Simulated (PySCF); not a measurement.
**Question.** What does the PBE0-D3(BJ)/def2-SVP structure of `CN(C)CC(C)(C)C` look like in three dimensions?

**Answer.** 
```
atom  x, y, z in Å
C1    -2.2852   -0.3644    0.8770
N2    -1.3895    0.1022   -0.1481
C3    -2.0759    0.4941   -1.3509
C4    -0.2277   -0.7406   -0.3642
C5     1.1128   -0.0841    0.0194
C6     2.2331   -1.0863   -0.2546
C7     1.3241    1.1778   -0.8161
C8     1.0960    0.2889    1.5012
H9    -2.8251   -1.3006    0.6043
H10   -3.0446    0.4037    1.0947
H11   -1.7354   -0.5545    1.8104
H12   -2.5888   -0.3508   -1.8662
H13   -2.8400    1.2535   -1.1201
H14   -1.3720    0.9446   -2.0660
H15   -0.1737   -1.0471   -1.4259
H16   -0.3299   -1.6821    0.2080
H17    3.2153   -0.6615    0.0061
H18    2.0996   -2.0071    0.3366
H19    2.2640   -1.3716   -1.3189
H20    2.2659    1.6796   -0.5425
H21    0.4981    1.8862   -0.6517
H22    1.3701    0.9424   -1.8922
H23    0.2712    0.9872    1.7090
H24    0.9643   -0.6020    2.1372
H25    2.0397    0.7747    1.7962
```

Orientation and origin are arbitrary. Atoms count from 1 in this order. Of the pairs four or more bonds apart, N2···H23 is among the closest relative to their van der Waals radii: 2.64 Å, 96 % of the sum of Bondi's values. N2 (tertiary amine nitrogen) is pyramidal (angles 114.6°, 114.5° and 112.8°, sum 341.9°, 0.36 Å off the plane of its three neighbours).

Bonds between heavy atoms (Å): C1–N2 1.439, N2–C3 1.439, N2–C4 1.451, C4–C5 1.541, C5–C6 1.528, C5–C7 1.528, C5–C8 1.528.

Method: PBE0-D3(BJ)/def2-SVP geometry optimisation, gas phase in PySCF 2.14.0.

Point group: Cs (tolerance 0.08 Å). No frequency check. One conformer, not necessarily the lowest (C1–N2–C4–C5 -114°).

Time: 2.1 min wall; peak memory 0.83 GiB. Hardware: Intel Xeon Platinum 8488C, one thread, no GPU, shared host with 192 logical CPUs at a one-minute load of 23. This is the geometry optimisation.
